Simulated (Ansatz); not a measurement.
Saddle point of CH$_{6}$GeS, singlet (CH₆GeS ([CH3][GeH2][SH]) → CH₄Ge ([CH2][GeH2]) + H₂S; bonds formed: S2–H4; bonds broken: Ge1–S2, C3–H4), PBE0-D4/def2-TZVP structure:

| atom | x (Å) | y (Å) | z (Å) |
| --- | --- | --- | --- |
| Ge1 | -0.5605 | 0.8840 | -0.0848 |
| S2 | 1.8049 | -0.1570 | -0.9894 |
| C3 | -0.9202 | -0.8179 | 0.4459 |
| H4 | 0.6920 | -0.9115 | -0.3309 |
| H5 | -0.9787 | 1.4476 | -1.4459 |
| H6 | 0.0820 | 1.9343 | 0.8274 |
| H7 | 2.3751 | 0.0710 | 0.2043 |
| H8 | -0.8600 | -1.0534 | 1.5026 |
| H9 | -1.6346 | -1.3970 | -0.1293 |

Energies are electronic, without zero-point energy. Barriers and step energies count from the start structure reached by relaxing down the imaginary mode; all methods use the PBE0-D4 structures, on which another method's saddle can fall below an end. Program: Ansatz 0.2.0. Basis: def2-TZVPP, with def2-QZVPP for the basis limit. Cores are frozen in the correlated methods. Filled d shells of the heavier atoms are correlated. The def2 sets are not built for correlating such inner shells, so the correlated values are less sure here. B3LYP uses VWN-RPA correlation. Extrapolation: Hartree–Fock as exp(−7.88 √X), correlation as X^−2.97.

```csv
method,barrier (kcal/mol),step energy (kcal/mol)
SPW92,65.19,62.13
PBE-D4,67.57,59.60
BLYP-D4,?,55.96
r2SCAN-D4,73.03,62.87
B97M-V,75.50,62.35
PBE0-D4,74.49,64.14
B3LYP-D4,73.70,60.04
r2SCAN0-D4,77.53,65.76
BHLYP-D4,?,64.91
CAM-B3LYP-D4,77.79,62.51
wB97X-V,80.04,65.16
wB97M-V,77.37,62.80
B2PLYP,75.86,60.78
PBE-QIDH,78.95,66.26
RPA on PBE,?,59.22
HF,92.31,67.06
MP2,76.95,63.05
CCSD,80.80,62.42
CCSD(T),77.42,60.95
```

Task: Fill in the withheld barriers. (Judge from chemistry; the value comes from the calculation.)

Result: Computed: BHLYP-D4 81.51; RPA on PBE 75.72; BLYP-D4 67.89 kcal/mol. Each is the energy of the saddle less that of the start structure, by the same method.

For comparison, the barrier by CCSD(T) at an estimated basis limit (MP2 extrapolated from triple and quadruple zeta, plus CCSD(T) − MP2 in triple zeta) is 76.45 kcal/mol.

The T1 diagnostic stays at or below 0.016. The restricted Hartree–Fock reference is unstable towards an unrestricted one at one or more of these structures.

Labels in which every atom is bracketed show which atoms are joined, not bond orders.

For scale, one of the runs: CCSD(T)/def2-TZVPP, 205 basis functions, launched by `ansatz run in.yaml --threads 4 --pin off --events-out ev --progress --plain --max-ram 9574MiB`. Hardware: 4 CPU threads of an Arm Neoverse V2, shared host. Wall time 49 s; peak host memory 2.5 GiB.
